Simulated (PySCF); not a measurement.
**Steps of a relaxation of Lu(SH)3**

Lu(SH)3 (singlet in the valence; each metal's 4f electrons, 14 of them, lie in its core potential, out of spins and levels; a saddle point, relaxed within its symmetry). PySCF 2.14.0, RKS BP86, Lu lcecp-1-SVP with ECP60, S def2-SVP, H def2-SVP; non-relativistic Hamiltonian with scalar-relativistic core potentials where named; density fitting; no spin-orbit coupling. Origin of the start: template. Columns: position (Å) and force (eV/Å). Energies are counted from the last step; some of the 12 steps are shown. Forces carry noise of the integration grid, about 0.01 to 0.03 eV/Å.

Run from Python with OMP_NUM_THREADS=2. Where DIIS fails, smearing, a level shift and second-order steps follow.
It took 48 s on 2 threads of Arm Neoverse V2, with other jobs on the host, from the converged density of the start.

```xyz
7
step 0  E = 0.293 eV
Lu    0.0000    0.0000   -0.0143     0.01    0.00    0.07
S     2.6458    0.0000   -0.0143    -0.85    0.00   -0.61
H     2.9758    0.0000    1.2856     0.01    0.00    0.59
S    -1.3229    2.2913   -0.0143     0.42   -0.74   -0.61
H    -1.4879    2.5771    1.2856    -0.01    0.01    0.58
S    -1.3229   -2.2913   -0.0143     0.42    0.74   -0.61
H    -1.4879   -2.5771    1.2856    -0.01   -0.01    0.58
```

```xyz
7
step 4  E = 0.072 eV
Lu    0.0000    0.0000   -0.4541     0.00    0.00    0.18
S     2.5192    0.0000    0.0194    -0.11    0.00    0.34
H     2.5685    0.0000    1.3985    -0.12    0.00   -0.40
S    -1.2596    2.1817    0.0194     0.05   -0.09    0.34
H    -1.2843    2.2244    1.3985     0.06   -0.10   -0.40
S    -1.2596   -2.1817    0.0194     0.05    0.09    0.34
H    -1.2842   -2.2244    1.3985     0.06    0.10   -0.40
```

```xyz
7
step 7  E = 0.018 eV
Lu    0.0000    0.0000   -0.5966     0.01    0.00   -0.12
S     2.4337    0.0000    0.0566     0.24    0.00   -0.01
H     2.2754    0.0000    1.4087    -0.05    0.00    0.05
S    -1.2169    2.1077    0.0566    -0.13    0.21   -0.01
H    -1.1377    1.9706    1.4087     0.03   -0.05    0.05
S    -1.2169   -2.1077    0.0566    -0.13   -0.21   -0.01
H    -1.1377   -1.9706    1.4087     0.03    0.05    0.05
```

Problem. Where does the relaxation end?

Solution. It converges at step 11 in C3v:
```xyz
7
step 11  E = 0
Lu    0.0000    0.0000   -0.6458
S     2.4346    0.0000    0.0770
H     2.1176    0.0000    1.4048
S    -1.2173    2.1085    0.0770
H    -1.0588    1.8339    1.4048
S    -1.2173   -2.1085    0.0770
H    -1.0588   -1.8339    1.4048
```

Problem. How did the contacts change?

Solution. 
```csv
contact,start (Å),end (Å)
Lu1–S2 (SH),2.646,2.540
Lu1–S4 (SH),2.646,2.540
Lu1–S6 (SH),2.646,2.540
```


An lcecp potential fixes the number of 4f electrons, so in runs with it no electron can move into or out of that shell.
